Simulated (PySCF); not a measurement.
## How methods differ on the excitation energy of Tl

Tl [Xe] 4f14 5d10 6s2 6p1 (2P) → Tl [Xe] 4f14 5d10 6s1 6p1 7s1 (4P), as a difference of total energies. Computed with PySCF 2.14 in aug-cc-pVTZ-PP with one added diffuse shell each of d, f type with ECP60MDF (6s5p5d3f, 67 functions), with scalar relativity through the core potential. Correlated levels: valence: 5s2 5p6 5d10 frozen. The calculations carry no spin-orbit coupling.

```tsv
method	excitation energy (eV)
UHF	7.868
MP2 (valence)	8.432
SCS-MP2 (valence)	8.623
CCSD (valence)	8.587
CCSD(T) (valence)	8.599
```

Q: How much does correlation contribute at CCSD(T) (valence)?

A: 8.599 − (7.868) = 0.731 eV, measured against UHF.

The upper state lies above the first ionisation limit, but in LS coupling its spin forbids autoionisation to the ground ion; at this Z spin-orbit coupling breaks that rule. A Rydberg-like electron needs more diffuse functions than a valence basis has.

The promoted electron is Rydberg-like, and one or two diffuse shells describe it only roughly, which tends to raise the upper state.
